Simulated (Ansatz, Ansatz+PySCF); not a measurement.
```tsv
atom	x (Å)	y (Å)	z (Å)
O	-0.4360	-0.8650	-0.5260
H	-0.5966	-0.4837	-1.4018
Cl	0.2403	0.4355	0.3300
```

Basis set: def2-SVP (spherical functions). Left uncorrelated: 6 orbitals. Charge 0, multiplicity 3.

Computed with Ansatz (development build ahead of 0.2.0); each method stands on the lowest determinant of its kind that the runs found.

Give the atomization energy at this shape (free ground-state atoms in the same class of orbitals less the molecule, no zero-point energy) of triplet HClO by UHF-MP2, UHF.

```csv
method,atomization energy
UHF-MP2,231.7 kJ/mol
UHF,-8.5 kJ/mol
```

Caution: another spin multiplicity may lie lower. Caution for UHF-MP2: MP2 forces lie far from those of the mean fields.
